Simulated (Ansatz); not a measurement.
Dissociation curve of AlH, singlet.

RKS-PBE = Ansatz (a first-principles code) with restricted PBE/cc-pVTZ; UKS-PBE = unrestricted PBE/cc-pVTZ (Ansatz); UKS-CAM-B3LYP = unrestricted CAM-B3LYP/cc-pVTZ (Ansatz); FCI = Ansatz with full CI/cc-pVTZ, frozen core.

Energies relative to the lowest point of each curve near equilibrium, in mEh; the last columns give the error against full CI:

```
R / Å  RKS-PBE  UKS-PBE  UKS-CAM-B3LYP    FCI  RKS-PBE − FCI  UKS-PBE − FCI  UKS-CAM-B3LYP − FCI
-----  -------  -------  -------------  -----  -------------  -------------  -------------------
1.24      63.0     63.0           59.5   60.2            2.8            2.8                 -0.8
1.36      27.6     27.6           25.0   25.2            2.4            2.4                 -0.2
1.41      18.3     18.3           16.0   16.1            2.1            2.1                 -0.1
1.51       6.3      6.3            4.9    4.9            1.4            1.4                  0.0
1.57       2.5      2.5            1.6    1.6            0.9            0.9                  0.0
1.59       1.6      1.6            0.9    0.9            0.7            0.7                  0.0
1.66       0.1      0.1            0.0    0.0            0.1            0.1                  0.0
1.68       0.0      0.0            0.1    0.1           -0.1           -0.1                  0.0
1.79       1.6      1.6            2.7    2.7           -1.1           -1.1                  0.0
1.84       3.3      3.3            4.8    4.9           -1.6           -1.6                 -0.1
1.93       7.3      7.3            9.6    9.7           -2.4           -2.4                 -0.1
2.07      15.3     15.3           18.9   18.9           -3.5           -3.5                  0.0
2.23      25.9     25.9           30.7   30.5           -4.6           -4.6                  0.3
2.47      42.2     42.2           49.1   48.0           -5.8           -5.8                  1.1
2.70      57.2     57.2           66.1   63.5           -6.3           -6.3                  2.5
2.96      72.5     72.5           82.2   78.5           -6.0           -6.0                  3.7
3.32      90.3     88.7           96.3   94.1           -3.8           -5.4                  2.2
3.72     105.6     98.7          105.4  104.9            0.7           -6.1                  0.5
4.11     116.6    104.2          110.3  110.3            6.4           -6.0                  0.0
4.44     123.6    107.1          112.6  112.5           11.1           -5.5                  0.1
5.02     132.0    109.5          114.5  114.1           18.0           -4.6                  0.4
5.90     139.0    109.9          115.2  114.6           24.4           -4.7                  0.7
6.59     141.7    109.9          115.3  114.6           27.1           -4.7                  0.7
```

RKS-PBE is furthest from FCI at 6.59 (27.1 mEh, above); its mean absolute error over the points is 5.8 mEh.

UKS-PBE is furthest from FCI at 2.70 (-6.3 mEh, below); its mean absolute error over the points is 3.4 mEh.

UKS-CAM-B3LYP is furthest from FCI at 2.96 (3.7 mEh, above); its mean absolute error over the points is 0.6 mEh.

The restricted form behind RKS-PBE keeps the bonding electrons paired and can't separate into open-shell fragments. The unrestricted determinant behind UKS-PBE is spin-contaminated at 3.32 to 6.59 Å (<S²> up to 1.0, against 0.00 for a pure singlet). The unrestricted determinant behind UKS-CAM-B3LYP is spin-contaminated at 2.96 to 6.59 Å (<S²> up to 1.0, against 0.00 for a pure singlet).
